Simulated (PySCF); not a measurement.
# Rotational lines of BeBr⁻

Lines J+1 ← J of the vibrational ground state, computed from RHF-CCSD(T) constants of BeBr⁻, ¹Σ⁺ (singlet), closed shell (Be aug-pcseg-1, Br aug-pcseg-1; no relativity (PySCF 2.14); masses 9.0122 and 78.9183 u), in MHz:

```tsv
J	ν (MHz)
0	24371.1
1	48740.4
2	73106.5
3	97467.7
4	121822.2
```

(1) Find B0 and the effective bond length r0; with αe = 0.00930 cm⁻¹, find Re.

Correlated steps freeze 9 core orbitals. Correlated levels converge slowly with the basis: in double zeta they bind strong bonds too weakly, by up to about 1 eV, and carry superposition errors of some tenths. For an ion De counts to the pair picked by the measured ionisation energies or electron affinities, which need not be the lowest pair at this level.

Answers

(1) ν = 2B0(J+1) − 4D(J+1)³ gives B0 = 0.40647 cm⁻¹. With the reduced mass μred = 8.0885 u, r0 = √(16.8576/(μred·B0)) (u, cm⁻¹, Å) = 2.2644 Å. Be = B0 + αe/2 = 0.41112 cm⁻¹ gives Re = 2.252 Å.
